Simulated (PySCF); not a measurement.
B(F)(OH)(OEt) (C2H6BFO2), SMILES CCOB(O)F.

Geometry optimised at PBE0-D3(BJ)/def2-SVP. The values are those of a single conformer.

Two levels are set side by side: TDA-PBE/def2-SVPD (PySCF) and TDA-LC-ωPBE/def2-SVPD (PySCF). Vertical, same geometry. The lowest singlet is HOMO→LUMO 100 % with PBE and HOMO→LUMO 76 % with the other functional; states are paired by order. Differences are taken from unrounded values.

```
quantity                              TDA-PBE
------------------------------------  -------
lowest singlet excitation (eV)           6.70
lowest triplet excitation (TDA) (eV)     6.61
```

Problem. These are the TDA-PBE values. What does TDA-LC-ωPBE give? (The exact figures need the calculation; the answer reports its results.)

Solution. 
```tsv
quantity	TDA-LC-ωPBE	TDA-PBE minus TDA-LC-ωPBE
lowest singlet excitation (eV)	8.76	-2.07
lowest triplet excitation (TDA) (eV)	8.51	-1.90
```

A lower first singlet is the usual sign of a functional without exact exchange. Differences between two approximate levels are no errors against the true value.

Rough cost on one machine, each run with all the roots and properties that it gave: TDA-LC-ωPBE against TDA-PBE about 3 times.
